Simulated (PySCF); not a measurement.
# How methods differ on the excitation energy of Pt²⁺

Pt²⁺ [Xe] 4f14 5d8 (3F) → Pt²⁺ [Xe] 4f14 5d7 6s1 (5F), as a difference of total energies. All numbers are calculated (PySCF 2.14, scalar relativity through the core potential, in aug-cc-pVQZ-PP with ECP60MDF (7s7p6d4f3g2h, 135 functions)). Correlated levels: valence: 5s2 5p6 frozen. The calculations carry no spin-orbit coupling.

```tsv
method	excitation energy (eV)
UHF	2.445
LDA	2.577
PBE	2.615
PBE0	2.737
r2SCAN	2.462
TPSS	2.561
TPSSh	2.621
BLYP	2.669
MP2 (valence)	3.043
SCS-MP2 (valence)	3.453
```

Problem. How much does correlation contribute at MP2 (valence)?

Solution. 3.043 − (2.445) = 0.598 eV, measured against UHF.
